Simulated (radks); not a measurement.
Results of a calculation; reference values are marked as such.
Trend from Rb to Xe: ionisation energy by Delta-SCF between NIST ground configurations, and size. Level of theory: scalar-relativistic Kohn-Sham, PBE, spin-unpolarised, spherical densities, finite nucleus; Fermi nuclear charge, rms radius of each element as measured or else 0.836 A^(1/3) + 0.57 fm (a radial shooting solver on a logarithmic mesh with Libxc functionals).

species      configuration  configuration of the ion  IE (eV)  NIST (eV)  kind  -e(HOMO) (eV)  outermost  <r> outermost (bohr)
Rb                [Kr] 5s1                      [Kr]    4.153      4.177  exp.     2.231 (5s)         5s                  5.25
Sr                [Kr] 5s2                  [Kr] 5s1    5.885      5.695  exp.     3.526 (5s)         5s                  4.33
Zr            [Kr] 4d2 5s2              [Kr] 4d2 5s1    7.137      6.634  exp.     3.599 (4d)         5s                  3.73
Nb            [Kr] 4d4 5s1                  [Kr] 4d4    6.637      6.759  exp.     3.040 (4d)         5s                  3.73
Mo            [Kr] 4d5 5s1                  [Kr] 4d5    6.890      7.092  exp.     3.753 (4d)         5s                  3.60
Tc            [Kr] 4d5 5s2              [Kr] 4d5 5s1    8.153      7.119  exp.     5.043 (5s)         5s                  3.30
Ru            [Kr] 4d7 5s1                  [Kr] 4d7    7.292      7.361  exp.     4.240 (5s)         5s                  3.39
Rh            [Kr] 4d8 5s1                  [Kr] 4d8    7.460      7.459  exp.     4.300 (5s)         5s                  3.31
Pd               [Kr] 4d10                  [Kr] 4d9    9.115      8.337  exp.     4.048 (4d)         4d                  1.59
Ag           [Kr] 4d10 5s1                 [Kr] 4d10    7.757      7.576  exp.     4.405 (5s)         5s                  3.17
Cd           [Kr] 4d10 5s2             [Kr] 4d10 5s1    9.272      8.994  exp.     5.659 (5s)         5s                  2.90
In       [Kr] 4d10 5s2 5p1             [Kr] 4d10 5s2    5.364      5.786  exp.     2.519 (5p)         5p                  3.74
Sn       [Kr] 4d10 5s2 5p2         [Kr] 4d10 5s2 5p1    6.875      7.344  exp.     3.694 (5p)         5p                  3.25
Sb       [Kr] 4d10 5s2 5p3         [Kr] 4d10 5s2 5p2    8.317      8.608  exp.     4.828 (5p)         5p                  2.92
Te       [Kr] 4d10 5s2 5p4         [Kr] 4d10 5s2 5p3    9.729      9.010  exp.     5.953 (5p)         5p                  2.67
I        [Kr] 4d10 5s2 5p5         [Kr] 4d10 5s2 5p4   11.132     10.451  exp.     7.086 (5p)         5p                  2.48
Xe                    [Xe]         [Kr] 4d10 5s2 5p5   12.537     12.130  exp.     8.235 (5p)         5p                  2.31

Reference values: NIST Atomic Spectra Database (exp. = measured, semi-emp. = semi-empirical, theory = theoretical value adopted there). Spin polarisation and multiplet splitting are left out, so open shells lie too high by an amount that depends on their filling. Spin-orbit splitting is averaged out at the scalar-relativistic level.

Beside tabulated values, note that spin-unpolarised runs miss the spin-polarisation part of the exchange energy of open shells.
